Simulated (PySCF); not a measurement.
A structure optimised at PBE-D3(BJ)/def2-SVP, used in a PySCF frequency run:

```xyz
11

C     -2.2494    -0.4085     0.2005
N     -1.1877     0.0852    -0.6599
Ge     0.5185     0.3724    -0.0383
O      1.3601    -1.0901     0.6270
H     -2.1661     0.0640     1.2019
H     -3.2494    -0.1319    -0.2003
H     -2.2479    -1.5131     0.3657
H     -1.2524    -0.2526    -1.6244
H      1.3045     0.9552    -1.2456
H      0.4245     1.2780     1.2072
H      1.5238    -1.7426    -0.0790
```
Charge 0, spin multiplicity 1.

Question: Write its SMILES and formula.

Answer: C[NH][GeH2][OH], CH7GeNO

Question: What are its rotational constants (standard atomic weights)?

Answer: 8.7861, 2.9953, 2.4936 GHz
